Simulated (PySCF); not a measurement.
C3H9GeO3, doublet, at a GFN2-xTB geometry, atoms displaced at random by about 0.03 Å a coordinate; PySCF with B3LYP/STO-3G, gradient by finite differences.

Input for PySCF:
```python
from pyscf import gto, scf, dft

mol = gto.Mole()
mol.atom = '''
    C    -0.64924590    2.61162983   -0.51456233
    O     0.23810522    1.66292349   -0.13112805
    Ge   -0.10117768   -0.02043278    0.60207613
    O     1.35275959   -1.02309477   -0.03910083
    C     2.72390217   -0.69111479    0.03816533
    O    -1.50641737   -0.61593458   -0.53784045
    C    -1.77878110   -1.88685798   -0.87205468
    H    -1.54334294    2.21746837   -0.94710644
    H    -0.91142585    3.27621489    0.42126934
    H    -0.09254001    3.28147939   -1.20034617
    H     2.81149937    0.33770494   -0.23361202
    H     3.04134758   -0.96856325    0.90803762
    H     3.14580796   -1.35630229   -0.79615917
    H    -2.42857138   -2.41903455   -0.10687787
    H    -2.39380943   -1.88931334   -1.75802568
    H    -0.93926586   -2.55149673   -0.98594246
'''
mol.basis = 'sto-3g'
mol.spin = 1
mol.verbose = 4
mol.build()

mf = dft.UKS(mol)
mf.xc = 'b3lyp'
mf.conv_tol = 1e-11
mf.kernel()
scan, done = mf.as_scanner(), []
scan.scf_summary = {}
def energy(d):
    c = mol.atom_coords()
    c[13, 0] += d
    e = scan(mol.set_geom_(c, unit='Bohr', inplace=False))
    done.append(scan.converged)
    return e
h = 1e-3
fd = (energy(h) - energy(-h)) / (2 * h)
print('dE/dx =', fd)
```

Task: What does PySCF print? Leave out banner, timings and long lists.

Result: 
```
PySCF version 2.14.0

[INPUT] verbose = 4
[INPUT] num. atoms = 16
[INPUT] num. electrons = 83
[INPUT] charge = 0
[INPUT] spin (= nelec alpha-beta = 2S) = 1
[INPUT] symmetry False subgroup None
[INPUT] Mole.unit = angstrom
[INPUT] Symbol           X                Y                Z      unit          X                Y                Z       unit  Magmom
[...]
nuclear repulsion = 588.964027653837
number of shells = 35
number of NR pGTOs = 171
number of NR cGTOs = 57
basis = sto-3g
ecp = {}

******** <class 'pyscf.dft.uks.UKS'> ********
method = UKS
initial guess = minao
damping factor = 0
level_shift factor = 0
DIIS = <class 'pyscf.scf.diis.CDIIS'>
diis_start_cycle = 1
diis_space = 8
diis_damp = 0
SCF conv_tol = 1e-11
SCF conv_tol_grad = None
SCF max_cycles = 50
direct_scf = True
direct_scf_tol = 1e-13
number electrons alpha = 42  beta = 41
XC library pyscf.dft.libxc version 7.1.2
    S. Lehtola, C. Steigemann, M. J. T. Oliveira, and M. A. L. Marques,  SoftwareX 7, 1–5 (2018)
XC functionals = b3lyp
    P. J. Stephens, F. J. Devlin, C. F. Chabalowski, and M. J. Frisch,  J. Phys. Chem. 98, 11623 (1994)
radial grids:
    Treutler-Ahlrichs [JCP 102, 346 (1995); DOI:10.1063/1.469408] (M4) radial grids

becke partition: Becke, JCP 88, 2547 (1988); DOI:10.1063/1.454033
pruning grids: <function nwchem_prune>
grids dens level: 3
symmetrized grids: False
atomic radii adjust function: <function treutler_atomic_radii_adjust>
small_rho_cutoff = 0
Set gradient conv threshold to 3.16228e-06
tot grids = 193512
init E= -2392.07456278213

cycle= 1 E= -2393.49750179127  delta_E= -1.42  |g|= 0.588  |ddm|= 3.45
cycle= 2 E= -2393.48287988514  delta_E= 0.0146  |g|= 0.692  |ddm|= 1.93
cycle= 3 E= -2393.76495531881  delta_E= -0.282  |g|= 0.191  |ddm|= 1.18
cycle= 4 E= -2393.78929293641  delta_E= -0.0243  |g|= 0.0998  |ddm|= 0.519
cycle= 5 E= -2393.79532660971  delta_E= -0.00603  |g|= 0.0415  |ddm|= 0.209
cycle= 6 E= -2393.7966240938  delta_E= -0.0013  |g|= 0.00736  |ddm|= 0.0803
cycle= 7 E= -2393.79667257487  delta_E= -4.85e-05  |g|= 0.00247  |ddm|= 0.0172
cycle= 8 E= -2393.79668190683  delta_E= -9.33e-06  |g|= 0.000484  |ddm|= 0.0088
cycle= 9 E= -2393.79668263898  delta_E= -7.32e-07  |g|= 0.000389  |ddm|= 0.00347
cycle= 10 E= -2393.79668278397  delta_E= -1.45e-07  |g|= 0.000172  |ddm|= 0.00112
cycle= 11 E= -2393.79668282741  delta_E= -4.34e-08  |g|= 5.12e-05  |ddm|= 0.00062
cycle= 12 E= -2393.79668283621  delta_E= -8.8e-09  |g|= 2.34e-05  |ddm|= 0.000369
cycle= 13 E= -2393.7966828382  delta_E= -1.99e-09  |g|= 8.99e-06  |ddm|= 0.000195
cycle= 14 E= -2393.79668283852  delta_E= -3.2e-10  |g|= 2.52e-06  |ddm|= 7.31e-05
cycle= 15 E= -2393.79668283852  delta_E= -3.64e-12  |g|= 1.87e-06  |ddm|= 2.66e-05
Extra cycle  E= -2393.79668283854  delta_E= -2e-11  |g|= 2.7e-06  |ddm|= 8.21e-06
converged SCF energy = -2393.79668283854  <S^2> = 0.75867705  2S+1 = 2.0086583
Create scanner for <class 'pyscf.dft.uks.UKS'>

WARN: Mole.unit (angstrom) is changed to Bohr

New geometry
   1 C     -0.649245900000   2.611629830000  -0.514562330000 AA   -1.226896938497   4.935265117444  -0.972381877718 Bohr
   2 O      0.238105220000   1.662923490000  -0.131128050000 AA    0.449953654629   3.142469962206  -0.247796101748 Bohr
   3 Ge    -0.101177680000  -0.020432780000   0.602076130000 AA   -0.191198105119  -0.038612358163   1.137758991838 Bohr
   4 O      1.352759590000  -1.023094770000  -0.039100830000 AA    2.556345137479  -1.933368914775  -0.073889859943 Bohr
   5 C      2.723902170000  -0.691114790000   0.038165330000 AA    5.147429091408  -1.306017673736   0.072122021154 Bohr
   6 O     -1.506417370000  -0.615934580000  -0.537840450000 AA   -2.846716258588  -1.163947666849  -1.016371149213 Bohr
   7 C     -1.778781100000  -1.886857980000  -0.872054680000 AA   -3.361409114553  -3.565644818150  -1.647944510845 Bohr
   8 H     -1.543342940000   2.217468370000  -0.947106440000 AA   -2.916495472881   4.190407909186  -1.789771782412 Bohr
[...]
converged SCF energy = -2393.79668663454  <S^2> = 0.75867727  2S+1 = 2.0086585

WARN: Mole.unit (angstrom) is changed to Bohr

New geometry
   1 C     -0.649245900000   2.611629830000  -0.514562330000 AA   -1.226896938497   4.935265117444  -0.972381877718 Bohr
   2 O      0.238105220000   1.662923490000  -0.131128050000 AA    0.449953654629   3.142469962206  -0.247796101748 Bohr
   3 Ge    -0.101177680000  -0.020432780000   0.602076130000 AA   -0.191198105119  -0.038612358163   1.137758991838 Bohr
   4 O      1.352759590000  -1.023094770000  -0.039100830000 AA    2.556345137479  -1.933368914775  -0.073889859943 Bohr
   5 C      2.723902170000  -0.691114790000   0.038165330000 AA    5.147429091408  -1.306017673736   0.072122021154 Bohr
   6 O     -1.506417370000  -0.615934580000  -0.537840450000 AA   -2.846716258588  -1.163947666849  -1.016371149213 Bohr
   7 C     -1.778781100000  -1.886857980000  -0.872054680000 AA   -3.361409114553  -3.565644818150  -1.647944510845 Bohr
   8 H     -1.543342940000   2.217468370000  -0.947106440000 AA   -2.916495472881   4.190407909186  -1.789771782412 Bohr
   9 H     -0.911425850000   3.276214890000   0.421269340000 AA   -1.722345239349   6.191148867322   0.796083677276 Bohr
  10 H     -0.092540010000   3.281479390000  -1.200346170000 AA   -0.174875274465   6.201097330505  -2.268325515971 Bohr
  11 H      2.811499370000   0.337704940000  -0.233612020000 AA    5.312963808687   0.638169847513  -0.441462737206 Bohr
  12 H      3.041347580000  -0.968563250000   0.908037620000 AA    5.747313975809  -1.830319276819   1.715942412602 Bohr
  13 H      3.145807960000  -1.356302290000  -0.796159170000 AA    5.944715484877  -2.563039870220  -1.504522782861 Bohr
  14 H     -2.429100557211  -2.419034550000  -0.106877870000 AA   -4.590334782157  -4.571312785360  -0.201969903077 Bohr
  15 H     -2.393809430000  -1.889313340000  -1.758025680000 AA   -4.523644217101  -3.570284776087  -3.322187055152 Bohr
  16 H     -0.939265860000  -2.551496730000  -0.985942460000 AA   -1.774955233554  -4.821630027423  -1.863161223980 Bohr

******** <class 'pyscf.scf.hf.UKS_Scanner'> ********
method = UKS_Scanner
initial guess = minao
damping factor = 0
level_shift factor = 0
DIIS = <class 'pyscf.scf.diis.CDIIS'>
diis_start_cycle = 1
diis_space = 8
diis_damp = 0
SCF conv_tol = 1e-11
SCF conv_tol_grad = None
SCF max_cycles = 50
direct_scf = True
direct_scf_tol = 1e-13
number electrons alpha = 42  beta = 41
XC library pyscf.dft.libxc version 7.1.2
    S. Lehtola, C. Steigemann, M. J. T. Oliveira, and M. A. L. Marques,  SoftwareX 7, 1–5 (2018)
XC functionals = b3lyp
    P. J. Stephens, F. J. Devlin, C. F. Chabalowski, and M. J. Frisch,  J. Phys. Chem. 98, 11623 (1994)
radial grids:
    Treutler-Ahlrichs [JCP 102, 346 (1995); DOI:10.1063/1.469408] (M4) radial grids

becke partition: Becke, JCP 88, 2547 (1988); DOI:10.1063/1.454033
pruning grids: <function nwchem_prune>
grids dens level: 3
symmetrized grids: False
atomic radii adjust function: <function treutler_atomic_radii_adjust>
small_rho_cutoff = 0
Set gradient conv threshold to 3.16228e-06
tot grids = 193512
init E= -2393.79654630873
cycle= 1 E= -2393.7966788739  delta_E= -0.000133  |g|= 0.00012  |ddm|= 0.000677
cycle= 2 E= -2393.79667888111  delta_E= -7.22e-09  |g|= 0.000104  |ddm|= 0.000453
cycle= 3 E= -2393.79667888611  delta_E= -4.99e-09  |g|= 6.6e-05  |ddm|= 0.00028
cycle= 4 E= -2393.79667888917  delta_E= -3.06e-09  |g|= 1.39e-05  |ddm|= 0.000128
cycle= 5 E= -2393.7966788893  delta_E= -1.39e-10  |g|= 3.11e-06  |ddm|= 2.04e-05
cycle= 6 E= -2393.79667888927  delta_E= 3e-11  |g|= 1.72e-06  |ddm|= 7.06e-06
cycle= 7 E= -2393.79667888929  delta_E= -1.18e-11  |g|= 8.23e-07  |ddm|= 3.16e-06
cycle= 8 E= -2393.79667888929  delta_E= -1.82e-12  |g|= 4.4e-07  |ddm|= 1.86e-06
Extra cycle  E= -2393.7966788893  delta_E= -7.28e-12  |g|= 7.97e-07  |ddm|= 2e-06
converged SCF energy = -2393.7966788893  <S^2> = 0.75867688  2S+1 = 2.0086581
dE/dx = -0.003872621618938865
```
